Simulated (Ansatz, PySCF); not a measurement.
Gas-phase reaction in SMILES: [SiH3]OC1=CCC1 [cyclobuten-1-yloxysilane] + 5 C (CH4) + O (H2O) -> C=C (C2H4) [ethene] + 3 CC (C2H6) [ethane] + CO (CH4O) + O[SiH3] [hydroxysilane]
Geometries: B3LYP-D3(BJ)/def2-TZVP minima from Ansatz (an electronic-structure program), one conformer each, not searched for the lowest. Frequencies are from PySCF.

Wanted: bond separation energy (enthalpy at 298 K, with B3LYP-D3(BJ) rigid-rotor harmonic-oscillator terms), in kcal/mol. Correlated levels leave the core frozen unless marked. No spin-orbit coupling. Non-relativistic. CBS marks a two-point X^-3 extrapolation of the correlation energy; Hartree-Fock from the larger set. [CCSD(T)-MP2]/basis is that difference in the basis named.

RI-MP2/CBS(cc-pV(T+d)Z,cc-pV(Q+d)Z)+[CCSD(T)-MP2]/cc-pV(T+d)Z (Ansatz) gives -0.7 kcal/mol.

Task: Another calculation gave 3.1 kcal/mol. Which level was it?
(A) LC-wPBE/def2-TZVPD (Ansatz)
(B) B97M-V/def2-TZVPD (Ansatz)
(C) BHLYP/def2-TZVPD (Ansatz)

Result: B, B97M-V/def2-TZVPD (Ansatz). The others give -0.4 (LC-wPBE), -5.1 (BHLYP) kcal/mol.
